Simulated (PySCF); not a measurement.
C2H8O3SSi.
Cartesian coordinates in Å at the GFN2-xTB level; atoms count from 1:
```xyz
15
C2H8O3SSi angstrom
C      1.9865    0.6390   -0.6341
Si     1.2100   -0.6533    0.5084
C     -0.5628   -1.0085   -0.0838
S     -1.4223    0.4988    0.1927
O     -1.0413    1.4936   -0.7626
O     -1.3898    0.8740    1.5739
O     -2.9420    0.0221   -0.1368
H      1.2770    1.4444   -0.8110
H      2.2495    0.2113   -1.5995
H      2.8912    1.0662   -0.2108
H      1.8858   -1.9601    0.3944
H      1.1687   -0.2602    1.9165
H     -1.0792   -1.7552    0.5014
H     -0.6605   -1.2204   -1.1389
H     -3.5752    0.6163    0.2682
```

Method used: TDDFT wB97X-D/def2-SVPD, vertical, gas phase, core orbitals frozen in the response (PySCF 2.14.0, density-fitted response routines). GFN2-xTB frequencies show an imaginary mode (45i cm⁻¹), so this geometry is no minimum at that level.

Transition dipole moments from the ground state, in atomic units and in the frame of the coordinates above (overall signs are arbitrary), for the states with f of 0.002 or more among the lowest 7:

```
state  E (eV)      μx      μy      μz
   S1   7.992  -0.103   0.086  -0.085
   S2   8.287  -0.023   0.058  -0.162
   S3   8.671  -0.408   0.054   0.166
   S4   8.761  -0.531   0.024  -0.044
   S5   8.786  -0.042  -0.127   0.048
   S6   8.871   0.337  -0.096   0.027
   S7   8.943   0.206   0.022  -0.107
```

Task: Work out the oscillator strengths.

Result: f = (2/3) ΔE |μ|² with ΔE in hartree (27.2114 eV).

```json
{"state": "S1", "|μ|² (au)": "0.025", "|μ| (D)": "0.40", "f": "0.005"}
{"state": "S2", "|μ|² (au)": "0.030", "|μ| (D)": "0.44", "f": "0.006"}
{"state": "S3", "|μ|² (au)": "0.197", "|μ| (D)": "1.13", "f": "0.042"}
{"state": "S4", "|μ|² (au)": "0.284", "|μ| (D)": "1.35", "f": "0.061"}
{"state": "S5", "|μ|² (au)": "0.020", "|μ| (D)": "0.36", "f": "0.004"}
{"state": "S6", "|μ|² (au)": "0.123", "|μ| (D)": "0.89", "f": "0.027"}
{"state": "S7", "|μ|² (au)": "0.054", "|μ| (D)": "0.59", "f": "0.012"}
```

Task: What angle do the transition dipoles of S4 and S6 make?

Result: |cos θ| = |μa·μb| / (|μa| |μb|) = 0.97, so θ ≈ 13° (taken between 0 and 90°, since the signs are arbitrary).

Task: How is the summed strength of these states shared among x, y and z?

Result: (2/3) Σ ΔE μα² gives 0.132 for x, 0.008 for y and 0.016 for z, 0.157 in all.

Task: What peak molar absorption coefficient would the strongest computed level give as a lone Gaussian band 0.4 eV wide at half height?

Result: ε(max) = 2.175×10⁸ f / FWHM, with the width in cm⁻¹. S4: 2.175×10⁸ × 0.0610 / 3226 ≈ 4100 L mol⁻¹ cm⁻¹.

One conformer stands for the species.
